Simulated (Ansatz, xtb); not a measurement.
# BFH6OSi2: which of two isomers lies lower

We compare I, `FB([SiH3])O[SiH3]`, a singlet, with II, `BO[Si@H](F)[SiH3]`, a singlet. Both are isolated molecules in the gas phase, relaxed with B3LYP-D3(BJ)/def2-SVP; the shapes shown needn't be the lowest conformers.

I (Å):

| atom | x (Å) | y (Å) | z (Å) |
| --- | --- | --- | --- |
| B | -0.2861 | 0.2872 | -0.2719 |
| F | -0.3388 | 1.5586 | -0.7011 |
| O | -1.3415 | -0.5138 | -0.5111 |
| Si | 1.3732 | -0.3748 | 0.7058 |
| Si | -2.8259 | -0.2647 | -1.2883 |
| H | 1.2022 | -1.7798 | 1.1773 |
| H | 2.5597 | -0.3189 | -0.2027 |
| H | 1.6660 | 0.4950 | 1.8857 |
| H | -3.5938 | 0.7915 | -0.5763 |
| H | -3.5479 | -1.5593 | -1.2255 |
| H | -2.5919 | 0.1290 | -2.7033 |

II (Å):

```yaml
atoms:
  - { symbol: B, position_ang: [-0.7989, -1.8804, -2.1528] }
  - { symbol: F, position_ang: [-4.2064, -2.1142, -0.6410] }
  - { symbol: O, position_ang: [-1.7996, -2.6169, -1.6230] }
  - { symbol: Si, position_ang: [-2.6881, -2.4991, -0.2032] }
  - { symbol: Si, position_ang: [-1.8806, -0.8046, 1.2114] }
  - { symbol: H, position_ang: [-0.3682, -2.1912, -3.2364] }
  - { symbol: H, position_ang: [-0.3493, -0.9349, -1.5372] }
  - { symbol: H, position_ang: [-2.7259, -3.8591, 0.3877] }
  - { symbol: H, position_ang: [-0.4580, -1.0766, 1.5666] }
  - { symbol: H, position_ang: [-1.9904, 0.5207, 0.5402] }
  - { symbol: H, position_ang: [-2.7032, -0.8011, 2.4562] }
```

Quicker runs give these differences E(II) − E(I): GFN2-xTB −6.58 kcal/mol; HF/STO-3G +22.56 kcal/mol (at GFN2-xTB geometries); r2SCAN-D4/def2-SVP +6.83 kcal/mol (at GFN2-xTB geometries).

Problem. Estimate which is lower in electronic energy at CCSD(T)/def2-SVP + ΔMP2/def2-TZVPP, and by roughly how much.

Solution. Too close to call at this level: CCSD(T)/def2-SVP + ΔMP2/def2-TZVPP gives E(II) − E(I) = −0.35 kcal/mol.

Level by level:

```
                             level               geometry  E(II) − E(I) (kcal/mol)  departure from the last row (kcal/mol)  job, with rough time for the two
                          GFN2-xTB               GFN2-xTB                     −6.58                                   −6.22              optimisation, 0.62 s
                         HF/STO-3G               GFN2-xTB                    +22.56                                  +22.91              single point, 0.56 s
                r2SCAN-D4/def2-SVP               GFN2-xTB                     +6.83                                   +7.19               single point, 3.5 s
             B3LYP-D3(BJ)/def2-SVP  B3LYP-D3(BJ)/def2-SVP                     +5.37                                   +5.73             optimisation, 2.6 min
                       HF/def2-SVP  B3LYP-D3(BJ)/def2-SVP                     +5.82                                   +6.18           part of the CCSD(T) run
                      MP2/def2-SVP  B3LYP-D3(BJ)/def2-SVP                     +5.56                                   +5.91           part of the CCSD(T) run
                  CCSD(T)/def2-SVP  B3LYP-D3(BJ)/def2-SVP                     +6.34                                   +6.70                      single point
CCSD(T)/def2-SVP + ΔMP2/def2-TZVPP  B3LYP-D3(BJ)/def2-SVP                     −0.35                                                        single point, 33 s
```

As drawn, II has 1 F–Si, 1 Si–Si, 2 B–H in place of 1 B–F, 1 B–Si, 2 Si–H.

The largest departure from CCSD(T)/def2-SVP + ΔMP2/def2-TZVPP is that of HF/STO-3G, 22.91 kcal/mol. The last row adds to CCSD(T) the change of the MP2 difference between the two basis sets, here −6.70 kcal/mol, a large step that makes the value less sure.

With harmonic frequencies from B3LYP-D3(BJ)/def2-SVP (ideal gas, rigid rotor, one conformer each, 400 K, 1 atm): on the last row, ΔE + ΔZPE = +0.61 kcal/mol. A mode under 50 cm⁻¹ makes harmonic enthalpies and free energies unreliable, so none is given.

The correlated steps freeze 13 core orbitals. Programs: Ansatz 0.2.0, xtb 6.7.1; the last row on 2 threads of Intel(R) Xeon(R) Platinum 8259CL CPU @ 2.50GHz (Skylake/Cascade Lake) on a shared host.
